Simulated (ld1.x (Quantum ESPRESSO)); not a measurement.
Before and after: TM semilocal potential for aluminium

Al (Z = 13), norm-conserving Troullier–Martins (semilocal form), made with ld1.x (Quantum ESPRESSO) 7.5 (LDA (PZ), scalar-relativistic). Core [Ne], reference 3s2 3p1. Waves: 3p (bound): rc 2.35 bohr; 3s (bound): rc 1.55 bohr. Local part: the s channel. Core correction: a·sin(br)/r model core inside 0.80 bohr.

Change: wave 3s (bound): rc 1.55 bohr becomes 3s (bound): rc 2.16 bohr.

Cutoffs: the cutoffs (Ry, on a coarse ladder) from which the occupation-weighted sum of valence levels, in a spherical-Bessel basis at the reference potential, stays within 10 and 1 mRy of its value at 400 Ry; they do not see the model core or the augmentation charge, which bear on the density cutoff. Errors are all-electron minus pseudo energies relative to the spin-unpolarised reference configuration.

Task: How do hardness, ghosts and transferability respond?

Result: The potential gets softer (25 Ry and 55 Ry → 10 Ry and 25 Ry); of the 9 tests that both files solve, the error grows in 0 and shrinks in 1 by more than 15 % and 0.3 meV (median size 2.2 → 2.2 meV); neither file shows a bound ghost. A larger radius leaves more room for a smooth pseudo-wave, so fewer plane waves are needed. A semilocal file is local in each channel, so a ghost entry of none says nothing of the separable form that plane-wave codes build from it.

```csv
quantity,base,changed
"cutoff, loose",25 Ry,10 Ry
"cutoff, tight",55 Ry,25 Ry
loose cutoff by channel (10 mRy a level),"p 6 Ry, s 15 Ry","p 6 Ry, s 8 Ry"
bound ghosts,none,none
"error for 3s2 3p0, meV [ΔE 5.85 eV]",+2.2,+2.2
"error for 3s1 3p0, meV [ΔE 25.22 eV]",+14,+12
"error for 3s2 3p0.5, meV [ΔE 2.13 eV]",+0.3,+0.3
"error for 3s1 3p2, meV [ΔE 5.16 eV]",-3.2,-3.2
"error for 3s2 3p1.3, meV [ΔE -0.60 eV]",+0.1,+0.1
"error for 3s0 3p3, meV [ΔE 10.51 eV]",-15,-15
"error for 3s1 3p1, meV [ΔE 11.67 eV]",+0.7,+0.3
"error for 3s2 3p1 (spin-polarised), meV [ΔE -0.14 eV]",+0.9,+0.9
"error for 3s1 3p0 (spin-polarised), meV [ΔE 24.80 eV]",+7.2,+6.3
s: phases at 2.56 bohr within 0.05 rad from the reference energy up to (Ry; the scan ends near 5),2.1,2.3
p: phases at 2.56 bohr within 0.05 rad from the reference energy up to (Ry; the scan ends near 5),3.2,3.2
```
